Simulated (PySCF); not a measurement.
Isomers of H9NSi3, one GFN2-xTB conformer each. Single-point energies are computed at PBE0/pcSseg-1 (PySCF, gas phase, no added dispersion term), electronic only.

**Question.** Rank them by PBE0/pcSseg-1 energy, lowest first (kJ/mol).
A. `[NH2:1][SiH2:2][SiH2:3][SiH3:4]` with H–N1–Si2–Si3 51° and -171°, N1–Si2–Si3–Si4 20°
B. `[SiH3:1][NH:2][SiH2:3][SiH3:4]` with Si1–N2–Si3–Si4 48°
C. `[SiH3]N([SiH3])[SiH3]`

**Answer.** C (0.0), B (41.6), A (69.8).

As drawn, the highest has an N–H bond and an Si–Si bond, which the lowest lacks. GFN2-xTB itself gives, in the same order: 0.0, 102.5, 226.8. Both levels put the same isomer lowest; measured from each level's own lowest isomer, the values differ by up to 157.0 kJ/mol (N[SiH2][SiH2][SiH3]: 226.8 against 69.8).

**Question.** Which frontier levels, dipoles and rotational constants go with these structures?

**Answer.** 
```json
{"SMILES": "[SiH3]N([SiH3])[SiH3]", "HOMO (eV, PBE0/pcSseg-1)": "-7.56", "LUMO (eV)": "-0.22", "dipole (D)": "0.01", "A, B, C (MHz)": "3116, 3115, 1649"}
{"SMILES": "[SiH3]N[SiH2][SiH3]", "HOMO (eV, PBE0/pcSseg-1)": "-7.32", "LUMO (eV)": "-0.45", "dipole (D)": "0.90", "A, B, C (MHz)": "5093, 1711, 1361"}
{"SMILES": "N[SiH2][SiH2][SiH3]", "HOMO (eV, PBE0/pcSseg-1)": "-7.35", "LUMO (eV)": "-0.59", "dipole (D)": "1.30", "A, B, C (MHz)": "5115, 1647, 1314"}
```
